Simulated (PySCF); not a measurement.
A side-by-side comparison of computed properties.

First species: C4H11F2NSi.
Z-matrix (Å and degrees, GFN2-xTB geometry), rows numbered from 1:
```
C 
C   1  1.5248
C   2  1.5281  1  111.17
N   3  1.4526  2  107.29  1   179.07
C   2  1.5249  1  112.26  3   121.09
Si  5  1.8963  2  113.83  1  -169.54
F   6  1.6124  5  114.40  2   -56.38
F   6  1.6287  5  101.03  2  -158.58
H   1  1.0883  2  110.41  3   -59.51
H   1  1.0872  2  110.34  3  -179.29
H   1  1.0886  2  110.80  3    60.63
H   2  1.0956  1  108.84  3  -118.73
H   3  1.0926  2  109.16  1    62.12
H   3  1.0982  2  110.94  1   -57.33
H   4  1.0137  3  110.76  2    72.52
H   4  1.0129  3  112.48  2  -165.83
H   5  1.0908  2  108.90  1   -47.94
H   5  1.0901  2  109.47  1    67.93
H   6  1.4456  5  124.69  2    91.96
```

Second species: C5H5ClO2S2.
SMILES: `Cc1ccsc1S(=O)(=O)Cl`

Levels: PBE0/pcSseg-1 for dipole moment, HOMO energy, LUMO energy and HOMO–LUMO gap; GFN2-xTB for rotational constant A and rotational constant C. Geometries: GFN2-xTB. Each species is one conformer at its optimised geometry, gas phase, non-relativistic unless stated. Electronic properties by PySCF.

Dipoles, sizes and rotational constants follow the conformer. The torsions of the flexible species, by atom-mapped SMILES:
- `[CH3:1][C@@H:2]([CH2:3][NH2:4])[CH2:5][SiH:6]([F:7])[F:8]`: C1–C2–C3–N4 179°, C1–C2–C5–Si6 -170°, C2–C5–Si6–F7 -56°, H–N4–C3–C2 73°, H–N4–C3–C2 -166°
- `[CH3:1][c:2]1[cH:3][cH:4][s:5][c:6]1[S:7](=[O:8])(=[O:9])[Cl:10]`: S5–C6–S7–O8 7°

Values for the first species:

```
Dipole moment         : 5.62 D
HOMO energy           : -8.19 eV
LUMO energy           : 0.86 eV
HOMO–LUMO gap         : 9.05 eV
Rotational constant A : 2.723 GHz
Rotational constant C : 0.915 GHz
```

Estimate the same properties for the second species, and the change in each.

```tsv
property	first	second	second less first
dipole moment	5.62 D	5.23 D	-0.39 D
HOMO energy	-8.19 eV	-7.82 eV	+0.37 eV
LUMO energy	0.86 eV	-2.08 eV	-2.94 eV
HOMO–LUMO gap	9.05 eV	5.74 eV	-3.31 eV
rotational constant A	2.723 GHz	1.393 GHz	-1.330 GHz
rotational constant C	0.915 GHz	0.624 GHz	-0.291 GHz
```

On the first: The dipole matches unit charges of opposite sign 1.17 Å apart (1 e·Å = 4.8032 D). A dipole of 5.62 D is allowed in C1, and pure rotational transitions are dipole-allowed.

On the second: In atomic units the dipole is 2.06 e·bohr (1 au = 2.5417 D).
